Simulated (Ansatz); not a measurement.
Cartesian coordinates (Å):
SMILES: O=CS
```xyz
5

O     -1.4865    -0.8839     0.0317
C     -0.5276    -0.1980    -0.1649
S      0.8584    -0.1276     0.9563
H     -0.4121     0.4501    -1.0507
H      1.5630     0.7583     0.2317
```
Charge 0, multiplicity 1.

The numbers are results of frozen-core CCSD(T)/cc-pVTZ // B3LYP-D3(BJ)/def2-TZVP in Ansatz (an electronic-structure program), not measurements.

- HF energy: -511.47372 Ha
- MP2 correlation energy: -0.56677 Ha

Q: Estimate the CCSD correlation energy, the (T) correction, the total energy and the T1 diagnostic.

A: 
- CCSD correlation energy: -0.58698 Ha
- (T) correction: -0.02757 Ha
- CCSD(T) total energy: -512.08828 Ha
- T1 diagnostic: 0.017
